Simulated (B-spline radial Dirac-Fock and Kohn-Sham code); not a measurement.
## Satellites and hypersatellites of the K lines of I⁷⁺

System: I⁷⁺ in the configuration [Kr] 4d10, inside a Watson sphere of charge -7 and radius 1.6 Å (a model of the Madelung potential; inside it an electron's potential energy is raised by 63.0 eV).

Input file task.json (cfg lists n, l and occupation; rrms is the nuclear radius in fm):

```json
{"items": [{
  "Z": 53,
  "q": 7,
  "cfg": [[1, 0, 2], [2, 0, 2], [2, 1, 6], [3, 0, 2], [3, 1, 6], [3, 2, 10], [4, 0, 2], [4, 1, 6], [4, 2, 10]],
  "A": 127,
  "rrms": 4.75,
  "watson": [-7, 1.6],
  "do": ["binding", "quiet", "double"]
}]}
```

Run with: `python xray_run.py task.json out`

Calculated with a radial atomic solver, using Dirac-Fock ΔSCF + Breit + QED. Each two-hole energy is an average over J within one jj subconfiguration, not an observable level; in light atoms, where LS coupling holds, the j-resolved values are not observed lines, and for a K spectator the Kα1 hypersatellite is nearly forbidden. No correlation.

Lines without a spectator: Kα2 (K-L2) 28316.5 eV, Kα1 (K-L3) 28611.4 eV, Kβ3 (K-M2) 32236.5 eV, Kβ1 (K-M3) 32293.2 eV. Shifts in eV with one spectator hole (a dash: not computed, or left out as unreliable):

```tsv
spectator hole	Kα2	Kα1	Kβ3	Kβ1
K (1s)	+620.4	+642.9	+793.5	+798.4
L2 (2p1/2)	+69.9	+88.8	–	+185.7
L3 (2p3/2)	+66.3	+67.2	+161.5	–
M2 (3p1/2)	–	+10.90	+24.15	+29.12
M3 (3p3/2)	+7.77	–	+24.25	+23.77
M4 (3d3/2)	+1.72	-1.13	–	–
M5 (3d5/2)	-1.73	+0.45	–	–
```

With n spectator holes in 2p, averaged over the 2p shell (energies in eV):

```
n     KαLⁿ   step  hypersatellite KαʰLⁿ
0  28513.0      –               29148.5
1  28586.0  +72.9               29222.9
2  28660.2  +74.2               29298.7
3  28735.8  +75.6               29375.8
4  28812.7  +76.9               29454.3
5  28891.0  +78.2               29534.1
```
